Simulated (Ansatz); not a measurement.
System: C2H5Cl2Si, charge -1, multiplicity 1. It need not be the lowest isomer of its formula. Whether it binds its extra electron was not tested at this geometry. SMILES: [CH2-][Si](C)(Cl)Cl
Geometry from a B3LYP-D3(BJ)/def2-TZVP (Ansatz, a program for electronic structure) optimisation:
```
Si
C 1 1.7310
H 2 1.0856 1 121.03
H 2 1.0890 3 114.08 1 -148.65
C 1 1.8825 2 116.75 3 167.06
H 5 1.0904 1 111.35 2 175.64
H 5 1.0913 6 109.48 1 -121.88
H 5 1.0936 6 108.33 7 -118.15
Cl 1 2.1377 2 112.24 3 44.59
Cl 1 2.2320 2 122.97 3 -71.46
```
Charge -1, spin multiplicity 1.

Parts of the frozen-core correlation energy in 6-31G (Ansatz, hartree). Frozen orbitals: 17; correlated occupied orbitals by spin: 16 and 16; virtual: 34 and 34. Spin-orbit coupling is left out. No relativistic terms.

```
term                             value
-------------------------  -----------
reference (HF)             -1286.51010
MP2 opposite-spin             -0.24638
MP2 same-spin                 -0.07069
CCSD correlation              -0.35887
(T)                           -0.00899
T1 diagnostic                    0.011
largest doubles amplitude        0.048
```
